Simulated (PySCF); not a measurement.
## Stationary points of BiI3

These are results of PySCF, B3LYP, basis Bi def2-SVP with ECP60, I def2-SVP with ECP28 (scalar-relativistic core potentials, no spin–orbit coupling, density fitting), not measurements.

Relaxations began from a few typed shapes. The search is not exhaustive: other isomers or separated fragments can lie lower, and high-lying points may rest on an excited occupation.

```csv
spin,group,bonds,angles,imaginary modes (cm⁻¹),ΔE (kJ/mol),ΔE with ZPE (kJ/mol)
singlet,C3v,Bi–I 2.856 Å (×3),I–Bi–I 101.8° (×3),none,0.0,0.0
singlet,D3h,Bi–I 2.921 Å (×3),I–Bi–I 120.0° (×3),73i,76.7,–
```

The lowest minimum found is the singlet C3v: Bi–I 2.856 Å (×3); I–Bi–I 101.8° (×3).

Counting electrons, bismuth keeps 2 of its valence electrons outside its bonds, so the VSEPR class is AX3E1 and the expected shape is trigonal pyramidal (C3v), as computed.

For the lowest minimum: with an element this heavy the missing spin–orbit coupling can shift these numbers.
